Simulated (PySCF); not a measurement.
Species: C3H5FSe.
Cartesian coordinates in Å at the PBE0-D3(BJ)/def2-SVP level; atoms count from 1:
```xyz
10
C3H5FSe angstrom
C      2.2295    0.1343    0.1410
C      0.9503    0.5026    0.1161
F      0.4818    1.4107    0.9743
Se    -0.3298   -0.0972   -1.1473
C     -1.8228   -0.2593    0.0879
H      2.9237    0.6251    0.8269
H      2.5921   -0.6463   -0.5266
H     -1.9645    0.6920    0.6149
H     -1.6518   -1.0762    0.8005
H     -2.7098   -0.4777   -0.5215
```

The computed photoelectron lines, unassigned: C 1s: 290.18 (area 1), 291.19 (area 1), 293.09 (area 1) eV; F 1s: 693.06 eV.

The calculation used PySCF 2.14.0, delta-SCF UKS SCAN, pcX-2 on the ionised atom, pcseg-1 elsewhere, spin-free X2C. One conformer (not necessarily the lowest) at the PBE0-D3(BJ)/def2-SVP geometry, without solvent, vibrations or thermal averaging.

Question: Order the carbon atoms by C 1s binding energy.

Answer: 290.18 eV: C1 (terminal =CH2 carbon); 291.19 eV: C5 (sp3 carbon bound to selenium); 293.09 eV: C2 (vinylic C–F carbon). Lowest listed C 1s: C1, bonded to C (double bond) and 2 H. Highest, 2.91 eV above it: C2, bonded to F, C (double bond) and Se. The widest gap between neighbouring values is 1.90 eV, between 291.19 and 293.09 eV. Summing the Pauling electronegativity differences to the bonded atoms, each weighted by its formal bond order, gives -0.70 for the lowest site and +1.43 for the highest; no listed site has a larger sum than the highest. The smallest sum, -1.05, belongs to C5, 1.01 eV above the lowest.

Bonded neighbours of each site: C1: C (double bond) and 2 H; C2: F, C (double bond) and Se; F3: C; C5: Se and 3 H.

Question: Which effective nuclear charge Zeff reproduces each element's mean 1s value in the hydrogen-like formula E = 13.606 eV × Zeff²?

Answer: C (Z = 6): mean 291.5 eV, Zeff = 4.63, Z − Zeff = 1.37; F (Z = 9): mean 693.1 eV, Zeff = 7.14, Z − Zeff = 1.86. Means run over the listed sites, weighted by atom count.

The unrestricted hole states depart most from a pure doublet (⟨S²⟩ = 0.75; over 0.85 named) for C 1s of C2 (0.86), which makes this value less certain. No level of selenium is listed.

On Arm Neoverse V1, one thread, on a shared host, this took 31 s of wall time.
